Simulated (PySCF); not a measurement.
1,1-difluorobuta-1,2-diene (C4H4F2), SMILES CC=C=C(F)F. The structure is a stationary point at PBE-D3(BJ)/def2-SVP.

Computed equilibrium geometry at PBE-D3(BJ)/def2-SVP (PySCF confirms it by a frequency run) as bond lengths and angles, and its point group:
point group Cs.
Atoms: C1 C2 C3 C4 F5 F6 H7 H8 H9 H10. Bond lengths (Å): C1–C2 1.504, C1–H7 1.111, C1–H8 1.106, C1–H9 1.111, C2–C3 1.321, C2–H10 1.110, C3–C4 1.315, C4–F5 1.335, C4–F6 1.335. Angles (°): C2–C1–H7 110.3, C2–C1–H8 112.0, C2–C1–H9 110.3, H7–C1–H8 108.8, H7–C1–H9 106.3, H8–C1–H9 108.8, C1–C2–C3 126.0, C1–C2–H10 115.8, C3–C2–H10 118.3, C2–C3–C4 179.3, C3–C4–F5 125.1, C3–C4–F6 125.1, F5–C4–F6 109.8.
Charge 0, spin multiplicity 1.
